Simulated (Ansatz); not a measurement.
Mulliken charges of Br₂H₂Si (`Br[SiH2]Br`) from B3LYP/def2-TZVPP in Ansatz (PBE0-D4/def2-TZVP geometry).

| atom | x (Å) | y (Å) | z (Å) | charge (e) |
| --- | --- | --- | --- | --- |
| Br1 | -1.663 | -1.254 | 0.354 | -0.190 |
| Si2 | 0.168 | -0.061 | 0.046 | 0.443 |
| Br3 | -0.286 | 1.799 | -1.050 | -0.190 |
| H4 | 1.114 | -0.858 | -0.760 | -0.032 |
| H5 | 0.717 | 0.300 | 1.368 | -0.032 |

Problem. By hand: the dipole of these point charges (1 e Å = 4.8032 D).

Solution. Σ q r = (0.386, -0.113, 0.133) e Å, of length 0.424 e Å = 2.04 D.

Problem. How does the dipole of the full density compare? (Estimate.)

Solution. The calculation gave: (0.204, -0.060, 0.070) e Å, 1.08 D; the point charges give 1.89 times that, at 0° from its direction.

Point charges leave out the atoms' own dipoles, such as those of lone pairs, and Mulliken's split depends on the basis, so the two needn't agree.

B3LYP here is the variant with VWN-RPA as its local correlation; programs differ in this.
